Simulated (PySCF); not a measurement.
Choosing a molecule for a target property.

All species are isolated and taken at one optimised geometry, non-relativistic unless stated. Electronic properties by PySCF.

The conformers computed, where there is a choice (atom-mapped SMILES and torsion angles):
- `[CH:1]#[C:2][c:3]1[n:4][cH:5][c:6]([CH:7]=[CH2:8])[n:9][n:10]1`: C5–C6–C7–C8 180°
- `[CH3:1][Si:2]([Cl:3])([Cl:4])[Si:5]([Cl:6])([Cl:7])[Cl:8]`: C1–Si2–Si5–Cl6 -59°
- `[CH3:1][CH2:2][C@@H:3]([CH2:4][F:5])[SiH2:6][PH2:7]`: C1–C2–C3–C4 -66°, C2–C3–C4–F5 -176°, C2–C3–Si6–P7 -87°, H–P7–Si6–C3 -83°, H–P7–Si6–C3 -176°
- `[CH3:1][C:2]([CH3:3])([CH3:4])[CH2:5][F:6]`: C1–C2–C5–F6 180°
- `[CH2:1]=[C:2]([CH3:3])/[P:4]=[P:5]\[CH:6]=[CH:7]\[CH3:8]`: C1–C2–P4–P5 -77°, P4–P5–C6–C7 -82°
- `[OH:1][SiH2:2][OH:3]`: H–O1–Si2–O3 179°, H–O3–Si2–O1 17°

(1) Wanted: HOMO energy below -7.2 eV (PBE0/def2-SVPD) and electronic spatial extent ⟨r²⟩ about the centre of nuclear charge above 1540 bohr² (PBE0/def2-SVPD), at GFN2-xTB geometries. Which candidate meets both?
A. `CC(C)(C)CF`
B. `C#Cc1ncc(C=C)nn1`
C. `C([C@H](CC)[SiH2]P)F`
D. `C=C(C)/P=P\C=C\C`
E. `C[Si](Cl)([Si](Cl)(Cl)Cl)Cl`

(2) Wanted: dipole moment above 1.7 D (PBE0/def2-SVPD) and static isotropic polarisability below 120 au (PBE0/def2-SVPD), at GFN2-xTB geometries. Which candidate meets both?
A. `C#Cc1ncc(C=C)nn1`
B. `C[Si](Cl)(Cl)[Si](Cl)(Cl)Cl`
C. `C=C(C)/P=P\C=C\C`
D. `CC[C@@H](CF)[SiH2]P`

(3) Wanted: lowest triplet excitation (Tamm–Dancoff) between 5.6 eV and 7.6 eV (TDA PBE0/def2-SVPD) and smallest rotational constant above 2 GHz (GFN2-xTB), at GFN2-xTB geometries. Which candidate meets both?
A. `O[SiH2]O`
B. `C#CC1=NN=C(C=C)C=N1`
C. `C[Si](Cl)(Cl)[Si](Cl)(Cl)Cl`
D. `CC[C@@H](CF)[SiH2]P`
E. `CC(C)(C)CF`

(4) Wanted: HOMO–LUMO gap between 7.6 eV and 9 eV (PBE0/def2-SVPD) and lowest singlet excitation below 7 eV (TDDFT PBE0/def2-SVPD), at GFN2-xTB geometries. Which candidate meets both?
A. `C#CC1=NN=C(C=C)C=N1`
B. `C[Si](Cl)(Cl)[Si](Cl)(Cl)Cl`
C. `CC(C)(C)CF`
D. `CC[C@@H](CF)[SiH2]P`
E. `O[SiH2]O`

## Answers

(1) E. Computed values:
```
                    species  HOMO energy  electronic spatial extent ⟨r²⟩ about the centre of nuclear charge
                 CC(C)(C)CF     -8.93 eV                                                          632 bohr²
C[Si](Cl)([Si](Cl)(Cl)Cl)Cl     -8.51 eV                                                         2755 bohr²
       C([C@H](CC)[SiH2]P)F     -7.41 eV                                                         1294 bohr²
           C#Cc1ncc(C=C)nn1     -6.90 eV                                                         1579 bohr²
           C=C(C)/P=P\C=C\C     -6.78 eV                                                         1492 bohr²
```

(2) A. Computed values:
```
                    species  dipole moment  static isotropic polarisability
        CC[C@@H](CF)[SiH2]P         1.63 D                         102.3 au
C[Si](Cl)(Cl)[Si](Cl)(Cl)Cl         1.81 D                         128.7 au
           C#Cc1ncc(C=C)nn1         2.40 D                         112.3 au
           C=C(C)/P=P\C=C\C         2.94 D                         125.9 au
```

(3) A. Computed values:
| species | lowest triplet excitation (Tamm–Dancoff) | smallest rotational constant |
| --- | --- | --- |
| C#CC1=NN=C(C=C)C=N1 | 2.13 eV | 0.682 GHz |
| C[Si](Cl)(Cl)[Si](Cl)(Cl)Cl | 5.53 eV | 0.443 GHz |
| CC[C@@H](CF)[SiH2]P | 5.63 eV | 1.044 GHz |
| O[SiH2]O | 6.87 eV | 6.349 GHz |
| CC(C)(C)CF | 8.27 eV | 2.575 GHz |

(4) D. Computed values:
| species | HOMO–LUMO gap | lowest singlet excitation |
| --- | --- | --- |
| C#CC1=NN=C(C=C)C=N1 | 4.35 eV | 2.76 eV |
| C[Si](Cl)(Cl)[Si](Cl)(Cl)Cl | 7.49 eV | 6.32 eV |
| CC[C@@H](CF)[SiH2]P | 7.72 eV | 6.44 eV |
| O[SiH2]O | 8.65 eV | 7.23 eV |
| CC(C)(C)CF | 9.55 eV | 8.45 eV |
